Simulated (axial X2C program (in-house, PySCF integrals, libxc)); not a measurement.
**Worked dissociation energy of RuF: MP2, spin-free**

Calculated with an axial X2C code built on PySCF integrals. Spin-free means the one-electron spin-free X2C Hamiltonian. Basis: Ru dyall-cv3z [12s12p8d5f3g], F dyall-av3z [7s6p3d2f] (cores contracted in-house); Gaussian nuclei, density fitting, unrestricted open shells. Masses: Ru 101.904 u, F 18.998 u.

Molecular state: M_S = 3/2, Λ = 3 (beyond evenly filled blocks: σα, π+α, π+β, π-α, δ+α, δ+β, δ-α).

Correlated methods: 15 electrons correlated (number of frozen shells: Ru 4 s, 3 p, 1 d; F 1 s), 287 virtual spin orbitals or spinors in MP2.

- E(Ru) (2M_S = 4, M_L = 2): -4528.237624 hartree
- E(F) (2M_S = 1, M_L = 0): -99.714646 hartree
- E(RuF) at Re: -4628.110490 hartree
- ωe: 523.5 cm⁻¹
- ωexe: 1.52 cm⁻¹

Q: Work out De and D0.

A: De = -4528.237624 + (-99.714646) − (-4628.110490) = 0.15822 hartree = 4.305 eV. The zero-point energy is ωe/2 − ωexe/4 = 261 cm⁻¹ = 0.032 eV, so D0 = 4.273 eV.

The state is one determinant whose occupation by symmetry is held fixed; it was picked as the lowest of a PBE0 search that is not exhaustive. Dissociation energies refer to the lowest single-determinant-based atoms at the same level and basis. PBE0 can misorder states that lie within some tenths of an eV, so this need not be the ground state of the molecule. The nearest other spin-free determinant of the search, M_S = 3/2, Λ = 2, lies 0.02 eV up at the distance of the search.

Each atomic determinant is the lowest at this level and need not be a pure term. Totals compare only within one Hamiltonian and basis.
